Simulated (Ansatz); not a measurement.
CH6FGaSi2 (`F[Si@H]1[GaH][C@@H]1[SiH3]`), relaxed with RKS PBE-D4/def2-SVP in Ansatz from a rough embedded geometry. The force threshold is 0.03 eV/Å; the program also tests the step.

Charge 0, multiplicity 1.

Start:

```xyz
11

F     1.263    1.928   -1.163
Si   -0.224    1.571   -0.588
Ga   -2.004   -0.067   -0.774
C    -0.463   -0.334   -0.459
Si    0.909   -1.029    0.599
H    -0.427    2.153    0.766
H    -2.395    0.065    0.400
H    -0.347   -0.742   -1.486
H     0.757   -0.408    1.975
H     0.710   -2.455    0.680
H     2.221   -0.683    0.052
```

```
step  energy (eV)  largest force (eV/Å)  largest move (Å)
   1  -71944.4957                11.220             0.000
   2  -71947.3098                 5.078             0.195
   3  -71948.6149                 1.641             0.195
   4  -71949.1912                 0.624             0.195
   5  -71949.4782                 0.454             0.195
   6  -71949.6848                 0.380             0.200
   7  -71949.8492                 0.478             0.195
   8  -71949.9779                 0.601             0.200
   9  -71950.0939                 0.407             0.200
  10  -71950.1684                 0.357             0.200
  11  -71950.1955                 0.340             0.193
  12  -71950.2063                 0.242             0.082
  13  -71950.2104                 0.043             0.024
  14  -71950.2119                 0.043             0.082
  15  -71950.2126                 0.023             0.034
```

End:

```xyz
11

F     0.459    2.489   -1.764
Si   -0.154    1.659   -0.481
Ga   -2.102    0.429   -0.296
C    -0.102   -0.208   -0.416
Si    1.045   -1.165    0.714
H     0.360    2.298    0.777
H    -3.389   -0.471   -0.308
H    -0.220   -0.725   -1.399
H     1.089   -0.488    2.061
H     0.551   -2.576    0.916
H     2.463   -1.241    0.196
```

Hardware: 4 threads of a server CPU on a shared host. Wall time 31 s, peak host memory 0.19 GiB.
